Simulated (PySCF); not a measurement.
# Reading the logs of faulty runs: CH6NSi2 cation

These are calculations, not measurements. They come from PySCF 2.14.0, an open-source quantum chemistry program, on an isolated molecule that a program drew, which may never have been made. The molecule is CH6NSi2 cation (charge +1, singlet), drawn as the SMILES string `C=[Si](N)[SiH2+]`.

Each row is a Hartree-Fock (HF) and frozen-core CCSD(T) single point in the cc-pV(D+d)Z basis, meant for a local HF minimum. Run 1 is clean. Each other run has one planted mistake out of seven kinds, and not every kind appears here: one electron removed, one electron added, multiplicity raised by two, geometry at a saddle point, minimal basis STO-3G, one bond length entered in bohr, all coordinates scaled. The reference is restricted for singlets and unrestricted otherwise, and also for a bond in bohr. Adding or removing an electron swaps singlet and doublet. Electrons count all cores. HOMO and LUMO are orbital energies over both spins, the gradient is its largest component, and the lowest frequency (negative if imaginary) is given only where the gradient is small. Bond lengths are over the 9 bonds as drawn. T1 is the CCSD diagnostic: over 0.02 (restricted) or 0.045 (unrestricted) a single reference is doubtful.

Geometry of the clean run:
```xyz
10
CH6NSi2 cation, angstrom
C    -0.0866    0.6575   -0.3089
Si    0.2921   -0.9723    0.0945
N     0.9753   -1.6852    1.4445
Si   -0.3661   -2.1381   -1.7233
H     0.0889    1.5186    0.3293
H    -0.5383    0.8924   -1.2675
H     1.9656   -1.7021    1.6074
H     0.4506   -1.8883    2.2758
H    -0.2743   -3.5887   -1.9204
H    -0.9531   -1.4055   -2.8498
```

```
run,electrons,basis functions,<S^2>,HOMO (eV),LUMO (eV),gradient (hartree/bohr),lowest frequency (cm^-1),mean bond (Å),longest bond (Å),T1,HF (hartree),CCSD(T) (hartree),mistake
1,46,104,0.000,-13.39,-5.54,4.5e-06,64,1.4182,2.258,0.0178,-673.37547,-673.93022,no fault
2,46,104,0.000,-12.96,-5.61,5.9e-05,-154,1.4153,2.251,0.0237,-673.37403,-673.93342,geometry at a saddle point
3,46,104,1.634,-13.62,-5.08,4.7e-02,-,1.5631,2.771,0.0593,-673.28848,-673.80432,?
4,46,104,0.000,-13.84,-5.52,5.7e-02,-,1.3473,2.145,0.0161,-673.34531,-673.88906,?
```

**Which mistake was planted in run 3, and what did it cost?**

The mean bond changes by a factor of 1.102 and the longest by 1.227, so the molecule wasn't scaled as a whole. A length L in bohr read as angstrom grows by (1/0.5292 - 1) L = 0.890 L. The 9 bonds together grew by 9 x 0.1449 = 1.304 Å, which gives L = 1.466 Å. That is the length of one of the H-Si bonds, 1.466 Å in the clean geometry. So the mistake is: one bond length entered in bohr. Subtracting run 1 and multiplying by 627.51 kcal/mol a hartree, the energy moved by 54.6 kcal/mol in HF and 79.0 kcal/mol in CCSD(T).

**Which mistake was planted in run 4, and what did it cost?**

The mean and the longest bond both change by the same factor, 0.950, and the gradient is no longer small. So the mistake is: all coordinates scaled. Subtracting run 1 and multiplying by 627.51 kcal/mol a hartree, the energy moved by 18.9 kcal/mol in HF and 25.8 kcal/mol in CCSD(T).

Cautions from the logs. Run 2: T1 is over the limit, so its CCSD(T) energy is less reliable; run 3: T1 is over the limit, so its CCSD(T) energy is less reliable.
